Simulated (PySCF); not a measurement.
## What settings do to a single point of [Nd(H2O)9]3+

The sound run of [Nd(H2O)9]3+ (singlet in the valence; each metal's 4f electrons, 3 of them, lie in its core potential, out of spins and levels) uses PySCF 2.14.0, RKS PBE, Nd lcecp-1-SVP with ECP49, O def2-SVP, H def2-SVP; non-relativistic Hamiltonian with scalar-relativistic core potentials where named; density fitting; no spin-orbit coupling, grid (50, 194), threshold 1e-8 Eh and 55 cycles, at the relaxed geometry:

```xyz
28

Nd    0.0000    0.0000    0.0000
O     1.7817   -0.0025    1.7993
H     1.8409   -0.5257    2.6263
H     2.5324    0.6265    1.8425
O    -0.8887    1.5443    1.7993
H    -0.4652    1.8571    2.6263
H    -1.8088    1.8799    1.8425
O    -0.8931   -1.5418    1.7993
H    -1.3757   -1.3314    2.6263
H    -0.7236   -2.5064    1.8425
O     1.7817    0.0025   -1.7993
H     2.5324   -0.6265   -1.8425
H     1.8409    0.5257   -2.6263
O    -0.8930    1.5418   -1.7993
H    -0.7236    2.5064   -1.8425
H    -1.3757    1.3314   -2.6263
O    -0.8887   -1.5443   -1.7993
H    -1.8088   -1.8799   -1.8425
H    -0.4652   -1.8571   -2.6263
O     1.2768    2.2114    0.0000
H     1.0736    3.0163    0.5213
H     2.0754    2.4379   -0.5213
O    -2.5535    0.0000    0.0000
H    -3.1490   -0.5784    0.5213
H    -3.1490    0.5784   -0.5213
O     1.2767   -2.2114    0.0000
H     2.0754   -2.4379    0.5213
H     1.0736   -3.0163   -0.5213
```

There Nd1 has a Mulliken charge of 0.58 e and the dipole about the centre of mass is 0.00 D. Each run below changes one thing and starts from free metal ions and neutral atoms unless it says otherwise; with 55 cycles, smearing, a level shift and second-order steps follow where DIIS fails, and their cycles count. Energy shifts count from the sound run. On f atoms grids over 110 angular points are at least (60, 302).

```json
{"change": "grid (30, 86)", "outcome": "converged", "cycles": "9", "energy shift (eV)": "0.0498", "largest force component (eV/Å)": "0.15", "charge on Nd1 (e)": "0.58", "dipole about the centre of mass (D)": "0.00"}
{"change": "start from a density of up to 30 smeared cycles (not counted)", "outcome": "converged", "cycles": "6", "energy shift (eV)": "0.0000", "largest force component (eV/Å)": "0.01", "charge on Nd1 (e)": "0.58", "dipole about the centre of mass (D)": "0.00"}
{"change": "charge changed by -3, spin kept, limit 74 cycles", "outcome": "refused", "cycles": "–", "energy shift (eV)": "–", "largest force component (eV/Å)": "–", "charge on Nd1 (e)": "–", "dipole about the centre of mass (D)": "–"}
{"change": "threshold 0.0001", "outcome": "converged", "cycles": "7", "energy shift (eV)": "0.0001", "largest force component (eV/Å)": "0.01", "charge on Nd1 (e)": "0.59", "dipole about the centre of mass (D)": "0.00"}
```

(1) How does the run with this change end: O2 put 1.1 Å from Nd1, limit 67 cycles?

Unsound on purpose, so not properties of the compound: O2 put 1.1 Å from Nd1, limit 67 cycles.

Forces carry noise of the integration grid, about 0.01 to 0.03 eV/Å.

An lcecp potential fixes the number of 4f electrons, so in runs with it no electron can move into or out of that shell.

## Answers

(1) outcome converged, cycles 15, energy shift (eV) 49.38, largest force component (eV/Å) 137.59, charge on Nd1 (e) -0.28, dipole about the centre of mass (D) 1.68.
